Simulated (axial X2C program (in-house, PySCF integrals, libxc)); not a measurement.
**Spin–orbit effects down a group: molecules with H (ions), PBE0**

All values come from calculations with an in-house relativistic program for diatomic molecules, spin-free (one-electron X2C) or two-component (2c: spin–orbit coupling with atomic mean-field Coulomb and Gaunt terms, which also bring small scalar terms), in Dyall basis sets with cores contracted in-house; open shells are unrestricted.

Basis sets: Ag dyall-acv3z, Au dyall-acv3z, Cu dyall-acv3z, H dyall-av3z.

```
molecule   spin-free state  Re (Å)  ωe (cm⁻¹)  De (eV)  2c state  Re 2c (Å)  ωe 2c (cm⁻¹)  De 2c (eV)
    CuH⁻  M_S = 1/2, Λ = 0   1.523     1647.0     2.08   Ω = 1/2      1.523        1646.2        2.08
    AgH⁻  M_S = 1/2, Λ = 0   1.698     1447.1     1.73   Ω = 1/2      1.698        1446.9        1.74
    AuH⁻  M_S = 1/2, Λ = 0   1.623     1762.8     1.72   Ω = 1/2      1.617        1782.9        1.76
```

Problem. Work out the shifts from the spin-free to the two-component result.

Solution. 

| molecule | 2c state | ΔRe (Å) | Δωe (cm⁻¹) | ΔDe (eV) |
| --- | --- | --- | --- | --- |
| CuH⁻ | Ω = 1/2 | 0.000 | -0.8 | 0.00 |
| AgH⁻ | Ω = 1/2 | 0.000 | -0.2 | 0.01 |
| AuH⁻ | Ω = 1/2 | -0.006 | 20.1 | 0.04 |

Shifts of one unit in the last digit are rounding.

Fragments in 2c: Cu- + H, Ag- + H, Au- + H. Each entry is the lowest single determinant of a limited PBE0 search at one distance. De goes to single-determinant-based atoms at the same level (for ions the charge split of lowest energy) and is withheld (n/a) where an atom does not fit its ground term or J level. Main or longest-lived isotopes.
